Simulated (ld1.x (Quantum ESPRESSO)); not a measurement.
**u(r) = r·R(r): atom against pseudo-atom (Pb)**

Columns: radius, all-electron u(r) and pseudo u(r) of the 6p shell (level -9.75 eV) of lead in the configuration [Xe] 4f14 5d10 6s2 6p1; revPBE, scalar-relativistic, TM scheme, ld1.x (Quantum ESPRESSO) 7.5.

```json
{"r (bohr)": "0.138", "all-electron": "-0.1234", "pseudo": "0.0028"}
{"r (bohr)": "0.275", "all-electron": "0.1587", "pseudo": "0.0113"}
{"r (bohr)": "0.413", "all-electron": "0.1001", "pseudo": "0.0257"}
{"r (bohr)": "0.550", "all-electron": "-0.1287", "pseudo": "0.0460"}
{"r (bohr)": "0.688", "all-electron": "-0.2721", "pseudo": "0.0730"}
{"r (bohr)": "0.825", "all-electron": "-0.2855", "pseudo": "0.1066"}
{"r (bohr)": "0.963", "all-electron": "-0.2066", "pseudo": "0.1476"}
{"r (bohr)": "1.100", "all-electron": "-0.0816", "pseudo": "0.1953"}
{"r (bohr)": "1.238", "all-electron": "0.0581", "pseudo": "0.2500"}
{"r (bohr)": "1.375", "all-electron": "0.1912", "pseudo": "0.3097"}
{"r (bohr)": "1.513", "all-electron": "0.3098", "pseudo": "0.3730"}
{"r (bohr)": "1.650", "all-electron": "0.4085", "pseudo": "0.4360"}
{"r (bohr)": "1.788", "all-electron": "0.4883", "pseudo": "0.4960"}
{"r (bohr)": "1.925", "all-electron": "0.5491", "pseudo": "0.5484"}
{"r (bohr)": "2.062", "all-electron": "0.5933", "pseudo": "0.5907"}
{"r (bohr)": "2.200", "all-electron": "0.6233", "pseudo": "0.6214"}
{"r (bohr)": "2.338", "all-electron": "0.6408", "pseudo": "0.6401"}
{"r (bohr)": "2.475", "all-electron": "0.6479", "pseudo": "0.6477"}
{"r (bohr)": "2.613", "all-electron": "0.6463", "pseudo": "0.6463"}
{"r (bohr)": "2.750", "all-electron": "0.6379", "pseudo": "0.6379"}
{"r (bohr)": "2.888", "all-electron": "0.6238", "pseudo": "0.6238"}
{"r (bohr)": "3.025", "all-electron": "0.6055", "pseudo": "0.6055"}
{"r (bohr)": "3.162", "all-electron": "0.5841", "pseudo": "0.5841"}
{"r (bohr)": "3.300", "all-electron": "0.5601", "pseudo": "0.5601"}
{"r (bohr)": "3.438", "all-electron": "0.5346", "pseudo": "0.5346"}
{"r (bohr)": "3.575", "all-electron": "0.5084", "pseudo": "0.5084"}
```

(1) How many radial nodes do the two functions have?

(2) At about which radius was the pseudo-wave matched?

(3) Where does each function peak?

(4) Is the pseudo-wave norm-conserving?

Results:

(1) The all-electron 6p function has n − l − 1 = 4 (the table is too coarse to show those close to the nucleus); the pseudo-wave has 0, since the states of the same l below it are removed with the core.

(2) 2.75 bohr. The columns agree to 0.0005 from 2.48 bohr on; several derivatives are matched, so the curves merge somewhat inside the radius.

(3) Outermost all-electron maximum near 2.48 bohr, pseudo maximum near 2.48 bohr (to the table’s step).

(4) Yes: the TM scheme keeps the norm inside the radius equal to the all-electron one, which fixes the energy derivative of the logarithmic derivative at the level.
